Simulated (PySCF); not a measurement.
Computed with M06-2X/def2-TZVP // B3LYP-D3(BJ)/def2-TZVP run with PySCF 2.14.0. Isolated molecules, 0 K electronic values unless said otherwise. One relaxed conformer stands for a flexible species; it need not be the lowest. Excitations are Tamm–Dancoff values on a coarser integration grid. The basis has no diffuse functions, so Rydberg states are missing or too high.

Reference species (SMILES): `O=CC(F)F` (O–C–C–F torsion 122°) (neutral, multiplicity 1).

```yaml
S1 oscillator strength: 0.000
HOMO: -10.06 eV
S1–T1 gap (TDA): 0.55 eV
```

After one change: the S1 oscillator strength stays essentially unchanged; the HOMO rises by 0.74 eV; the S1–T1 gap (TDA) decreases by 0.11 eV.

**Question.** Name the change that produced these shifts. The new species is one of these.
A) `C[S@](=O)C=O` (O–S–C–O torsion 170°)
B) `O=CS` (O–C–S–H torsion 0°)
C) `O=[CH][GeH3]`
D) `CNC=O` (C–N–C–O torsion 0°)

**Answer.** B, `O=CS` (O–C–S–H torsion 0°)
